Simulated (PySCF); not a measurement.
Species: C₅H₇NS.
Numbering: `[SH:1][CH2:2][n:3]1[cH:4][cH:5][cH:6][cH:7]1` (hydrogens: H8 on S1; H9, H10 on C2; H11 on C4; H12 on C5; H13 on C6; H14 on C7)

Computed geometry: GFN2-xTB, gas phase.

**Question.** What internal coordinates does the optimisation give?

**Answer.** 
```csv
bond,length (Å),order
S1–C2,1.855,single
C2–N3,1.414,single
"N3–C4, N3–C7",1.365,aromatic
"C4–C5, C6–C7",1.364,aromatic
C5–C6,1.412,aromatic
S1–H8,1.331,single
"C2–H9, C2–H10",1.091,single
"C4–H11, C7–H14",1.073,single
"C5–H12, C6–H13",1.072,single
```

Bonds in one row agree within 0.01 Å and their mean is given. Orders are formal, as drawn. A selection of angles:
```csv
angle,degrees
C2–S1–H8,95.6
S1–C2–N3,113.1
S1–C2–H9,104.2
S1–C2–H10,107.3
N3–C2–H9,111.1
H9–C2–H10,110.2
C2–N3–C4,125.8
C4–N3–C7,108.6
N3–C4–C5,108.6
N3–C4–H11,120.8
C5–C4–H11,130.6
C4–C5–C6,107.2
C4–C5–H12,126.3
C6–C5–H12,126.5
C5–C6–H13,126.5
C6–C7–H14,130.4
```

Dihedral angles: S1–C2–N3–C4 -85° (synclinal); H8–S1–C2–N3 -62° (synclinal). The mirror-image conformer, all signs reversed, is as good.

The 3 C–C bonds span 1.364 Å (C4–C5, aromatic) to 1.412 Å (C5–C6, aromatic), a spread of 0.048 Å. The 5-membered ring N3–C4–C5–C6–C7 has internal angles of 107.1° to 108.6° (sum 540°, against 540° for a flat polygon); it is planar, 0.00 Å rms from its mean plane, widest ring torsion 1°. N3 (pyrrole-type nitrogen) is planar (angles 125.8°, 125.5° and 108.6°, sum 359.9°, 0.03 Å off the plane of its three neighbours). The C–N distances run from 1.364 Å (N3–C4, aromatic) to 1.414 Å (C2–N3, drawn single), a spread of 0.050 Å. S1 (thiol sulfur) is bent (angle 95.6°).

Not checked by GFN2-xTB frequencies. The numbers are those of one conformer (H–S1–C2–N3 -62°, S1–C2–N3–C4 -85°).
